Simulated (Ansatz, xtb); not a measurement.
Two structures of CH5NNaS+

We compare a, a singlet given by its coordinates, with b, a singlet given by its coordinates. Both are isolated ions in the gas phase, relaxed with r2SCAN-D4/def2-SVP.

a (Å):

```csv
atom,x (Å),y (Å),z (Å)
C,-0.5523,0.8958,-1.9189
N,0.7374,0.6787,-2.3168
Na,-0.0589,1.9532,2.2331
S,-0.8956,2.0846,-0.3095
H,1.2354,1.4192,-2.7989
H,1.3277,0.0600,-1.7722
H,-1.0668,-0.0081,-1.5708
H,-1.1552,1.4300,-2.6623
H,-0.3592,3.2146,-0.8206
```

Close contacts (Å): C1–N2 1.37, C1–S4 2.03, Na3–S4 2.68, C1–H7 1.10, C1–H8 1.10, N2–H5 1.01, N2–H6 1.01, S4–H9 1.35.

b (Å):

```xyz
9

C     0.7838   -1.1227   -1.4377
N     2.0512   -1.4543   -1.8340
Na   -1.9359    1.8436   -0.3416
S     0.4707    0.8459   -1.0459
H     2.3658   -1.1306   -2.7437
H     2.7863   -1.4614   -1.1339
H     0.4820   -1.6024   -0.4997
H     0.0324   -1.2682   -2.2236
H     1.1726    0.8888    0.1088
```

Close contacts (Å): C1–N2 1.37, C1–S4 2.03, Na3–S4 2.70, C1–H7 1.10, C1–H8 1.10, N2–H5 1.02, N2–H6 1.02, S4–H9 1.35.

Question: Estimate which is lower in electronic energy at CCSD(T)/def2-TZVP, and by roughly how much.

Answer: The CCSD(T)/def2-TZVP calculation puts structure b lower, by 6.53 kJ/mol.

How the difference moves with the method:

```json
{"level": "r2SCAN-D4/def2-SVP", "geometry": "r2SCAN-D4/def2-SVP", "E(b) − E(a) (kJ/mol)": "−4.74", "departure from the last row (kJ/mol)": "+1.79", "job, with rough time for the two": "optimisation, 1.9 min"}
{"level": "HF/def2-TZVP", "geometry": "r2SCAN-D4/def2-SVP", "E(b) − E(a) (kJ/mol)": "−5.61", "departure from the last row (kJ/mol)": "+0.92", "job, with rough time for the two": "part of the CCSD(T) run"}
{"level": "MP2/def2-TZVP", "geometry": "r2SCAN-D4/def2-SVP", "E(b) − E(a) (kJ/mol)": "−6.25", "departure from the last row (kJ/mol)": "+0.28", "job, with rough time for the two": "part of the CCSD(T) run"}
{"level": "CCSD(T)/def2-TZVP", "geometry": "r2SCAN-D4/def2-SVP", "E(b) − E(a) (kJ/mol)": "−6.53", "departure from the last row (kJ/mol)": "", "job, with rough time for the two": "single point, 3.6 min"}
```

None of the levels shown reverses the order. The largest departure from CCSD(T)/def2-TZVP is that of r2SCAN-D4/def2-SVP, 1.79 kJ/mol. Levels run at GFN2-xTB geometries aren't shown.

With harmonic frequencies from r2SCAN-D4/def2-SVP (ideal gas, rigid rotor, one conformer each, 298.15 K, 1 atm): on the last row, ΔE + ΔZPE = −6.03 kJ/mol. A mode under 50 cm⁻¹ makes harmonic enthalpies and free energies unreliable, so none is given.

The correlated steps freeze 8 core orbitals; the last core shell of Na is correlated, in a basis made for valence electrons. Programs: Ansatz 0.2.0; the last row on 2 threads of AMD EPYC (Zen 3) on a shared host.
